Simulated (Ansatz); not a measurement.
Reaction (redistribution): `C[O][GeH]([F])[Cl]` + `O[SiH2][SiH](O)S` → `[F][GeH]([SH])[Cl]` + `CO[SiH](O)[SiH2]O`

Isolated molecules relaxed with PBE0-D4/def2-TZVP in Ansatz; ΔE leaves out vibrations. CCSD(T)/CBS adds triple-zeta CCSD(T) − MP2 to the extrapolated MP2 energy (def2 sets, frozen cores). Functionals use def2-TZVPP. B3LYP here is the variant with VWN-RPA as its local correlation; programs differ in this. For Ge outer-core shells are correlated without core-valence functions, which leaves a few kJ/mol of doubt a bond. Scalar relativity is left out up to krypton. One conformer a species, not always the lowest.

```
             species  B3LYP energy (Eh)
`C[O][GeH]([F])[Cl]`        -2753.04873
  `O[SiH2][SiH](O)S`        -1131.52136
`[F][GeH]([SH])[Cl]`        -3036.70123
 `CO[SiH](O)[SiH2]O`         -847.88636
```

**Question.** Work out ΔE.

**Answer.** ΔE = (-3036.70123) + (-847.88636) − (-2753.04873) − (-1131.52136) = -0.01750 Eh = -11.0 kcal/mol. CCSD(T)/CBS gives -9.8 kcal/mol.

Largest T1 diagnostic among the species: 0.012.

From PBE to PBE0 (25 % exact exchange), in def2-TZVPP and without D4, ΔE moves by −0.7 kcal/mol. In def2-TZVPP, CCSD(T) changes the Hartree–Fock value by +2.3 kcal/mol (the triples alone add +0.5 kcal/mol) and MP2 by +2.6 kcal/mol.
